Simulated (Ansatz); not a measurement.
Wavefunction ladder for C₂H₇BO₂ (`CCB(O)O`)

```xyz
12

C     0.9435    1.1518    0.3556
C    -0.3624    0.4019    0.5868
B    -0.6031   -0.8571   -0.3292
O     0.2771   -1.2790   -1.2903
O    -1.7485   -1.5778   -0.1680
H     1.0464    2.0113    1.0215
H     1.8140    0.5109    0.5304
H     1.0140    1.5354   -0.6676
H    -1.2159    1.0775    0.4557
H    -0.4319    0.0736    1.6305
H     1.0598   -0.7272   -1.3492
H    -1.7931   -2.3212   -0.7762
```

Total charge 0; spin multiplicity 1. Geometry: relaxed with PBE0-D4/def2-TZVP. It is one conformer, not always the lowest. Frozen core, restricted reference, the Gaussian-basis code of Ansatz. CBS rows extrapolate triple and quadruple zeta; past MP2 they add the triple-zeta difference.

```json
{"basis": "def2-SVP", "HF (Eh)": "?", "MP2 corr.": "-0.74384", "CCSD corr.": "-0.78878", "(T)": "-0.01989", "CCSD(T) total": "?"}
{"basis": "def2-TZVPP", "HF (Eh)": "-254.45631", "MP2 corr.": "?", "CCSD corr.": "-0.96475", "(T)": "-0.03538", "CCSD(T) total": "?"}
{"basis": "def2-QZVPP", "HF (Eh)": "-254.46850", "MP2 corr.": "-0.99884", "CCSD corr.": "–", "(T)": "–", "CCSD(T) total": "–"}
{"basis": "CBS(def2)", "HF (Eh)": "?", "MP2 corr.": "-1.04914", "CCSD corr.": "?", "(T)": "as TZ", "CCSD(T) total": "?"}
```

Fill in the withheld values. (Estimate.)

Computed: def2-SVP HF (Eh): -254.15735; def2-SVP CCSD(T) total: -254.96602; def2-TZVPP MP2 corr.: -0.93093; def2-TZVPP CCSD(T) total: -255.45644; CBS(def2) HF (Eh): -254.47018; CBS(def2) CCSD corr.: -1.08296; CBS(def2) CCSD(T) total: -255.58852.
